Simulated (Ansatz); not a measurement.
# Two structures, one formula

The two ends of one reaction step of SiH₃ClF₂, singlet (PBE0-D4/def2-TZVP).

A:

| atom | x (Å) | y (Å) | z (Å) |
| --- | --- | --- | --- |
| Si1 | -0.3590 | 1.0882 | 0.2737 |
| Cl2 | 1.6532 | 1.0552 | 0.1304 |
| F3 | -0.9742 | 1.3057 | -1.1617 |
| F4 | -0.8589 | -0.3130 | 0.7994 |
| H5 | -0.8174 | 2.1467 | 1.1766 |
| H6 | 0.9088 | -2.7986 | -0.8569 |
| H7 | 0.4477 | -2.4842 | -0.3616 |

B:

```tsv
atom	x (Å)	y (Å)	z (Å)
Si1	-0.8889	-0.0446	0.3371
Cl2	2.7076	-0.0432	-0.2241
F3	-0.4095	0.2714	-1.1510
F4	-2.4737	0.0095	0.3341
H5	-0.3844	1.0174	1.2238
H6	1.9154	0.2021	-1.2015
H7	-0.4663	-1.4126	0.6816
```

Computed with Ansatz 0.2.0 (basis: def2-TZVPP); correlated methods freeze the cores. B3LYP uses VWN-RPA correlation.

Q: Which structure is lower at CCSD(T), and by how much? (Judge from chemistry; the value comes from the calculation.)

A: Computed: A, by 17.44 kcal/mol (electronic energy, against the other). By their contacts, A is a complex of SiHClF₂ ([F][SiH]([F])[Cl]) + H₂ and B is a complex of SiH₂F₂ ([F][SiH2][F]) + HCl.

All methods give the same order:

```csv
method,E(B) − E(A) (kcal/mol)
SPW92,17.34
PBE-D4,18.64
BLYP-D4,18.16
r2SCAN-D4,20.02
B97M-V,19.38
PBE0-D4,18.39
B3LYP-D4,17.84
r2SCAN0-D4,19.44
BHLYP-D4,17.49
CAM-B3LYP-D4,17.12
wB97X-V,18.00
wB97M-V,18.70
B2PLYP,18.01
PBE-QIDH,18.71
RPA on PBE,16.18
HF,16.33
MP2,19.24
CCSD,16.78
CCSD(T),17.44
```

The T1 diagnostic stays at or below 0.011.

Labels in which every atom is bracketed show which atoms are joined, not bond orders.

For scale, one of the runs: CCSD(T)/def2-TZVPP, 188 basis functions, launched by `ansatz run in.yaml --threads 4 --pin off --events-out ev --progress --plain --max-ram 9574MiB`. Time: 38 s of wall clock on 4 CPU threads of an Arm Neoverse V2; the host was shared. Peak host memory: 2 GiB.
